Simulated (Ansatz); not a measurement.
One change: `[OH][Ti]([OH])([OH])[Cl]` becomes `[OH][Ti]([OH])([OH])[Br]`.

Ansatz, PBE0-D4/def2-TZVP geometries, multiplicity 1. Each molecule was computed in one conformer, which needn't be the lowest.

Scalar relativity is left out up to krypton.

```json
{"property": "size of the dipole moment (B3LYP/def2-TZVPP) / D", "`[OH][Ti]([OH])([OH])[Cl]`": "2.61"}
{"property": "size of the dipole moment (ωB97M-V/def2-TZVPP) / D", "`[OH][Ti]([OH])([OH])[Cl]`": "2.67"}
{"property": "HOMO energy (ωB97M-V/def2-TZVPP) / eV", "`[OH][Ti]([OH])([OH])[Cl]`": "-11.03"}
{"property": "HOMO–LUMO gap (ωB97M-V/def2-TZVPP) / eV", "`[OH][Ti]([OH])([OH])[Cl]`": "11.30"}
{"property": "HOMO energy (PBE0/def2-TZVPP) / eV", "`[OH][Ti]([OH])([OH])[Cl]`": "-8.76"}
{"property": "HOMO–LUMO gap (PBE/def2-TZVPP) / eV", "`[OH][Ti]([OH])([OH])[Cl]`": "4.38"}
```

(1) What does the change do to each property? (Estimate.)

Results:

(1) Computed: 
```
                                          property  `[OH][Ti]([OH])([OH])[Br]`  shift
  size of the dipole moment (B3LYP/def2-TZVPP) / D                        2.74   0.13
size of the dipole moment (ωB97M-V/def2-TZVPP) / D                        2.87   0.20
             HOMO energy (ωB97M-V/def2-TZVPP) / eV                      -10.34   0.69
           HOMO–LUMO gap (ωB97M-V/def2-TZVPP) / eV                       10.50  -0.80
                HOMO energy (PBE0/def2-TZVPP) / eV                       -8.16   0.60
               HOMO–LUMO gap (PBE/def2-TZVPP) / eV                        3.87  -0.51
```

With PBE0 the HOMO rises by 0.60 eV and the LUMO falls by 0.08 eV, so the gap narrows by about 0.68 eV. PBE moves the HOMO by 0.45 eV and ωB97M-V by 0.69 eV. Dipoles are sizes alone; their direction can turn.

B3LYP here is the variant with VWN-RPA as its local correlation; programs differ in this.

Spin–orbit coupling is left out; it splits and shifts lone-pair levels of the heavy atoms by tenths of an eV.
